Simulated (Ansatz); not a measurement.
Basis-set extrapolation for `C#C[Si](Cl)(Cl)Cl` (PBE0-D4/def2-TZVP geometry, frozen core, Ansatz 0.2.0). Multiplicity 1, RHF reference.

```json
{"": "HF", "def2-TZVPP": "-1743.942234", "def2-QZVPP": "-1743.992211"}
{"": "MP2 correlation", "def2-TZVPP": "-0.971114", "def2-QZVPP": "-1.059466"}
{"": "CCSD(T) correlation", "def2-TZVPP": "-1.072110", "def2-QZVPP": "not run"}
```

Energies in hartree. Use E(X) = E(∞) + A·exp(−7.88·√X) for Hartree–Fock and E(X) = E(∞) + B·X^(−2.97) for correlation, with X = 3 and 4, and add CCSD(T) minus MP2 of the smaller set to the MP2 limit.

Q: What is the CCSD(T) energy at the basis-set limit?

A: HF limit: -1743.992211 + (-0.049977) × 0.13774 = -1743.99909. MP2 limit: -1.059466 + (-0.088352) × 0.74074 = -1.12491. Higher-order term: -1.072110 − (-0.971114) = -0.10100. Total: -1745.22500 hartree, 553.1 kJ/mol below CCSD(T)/def2-TZVPP.
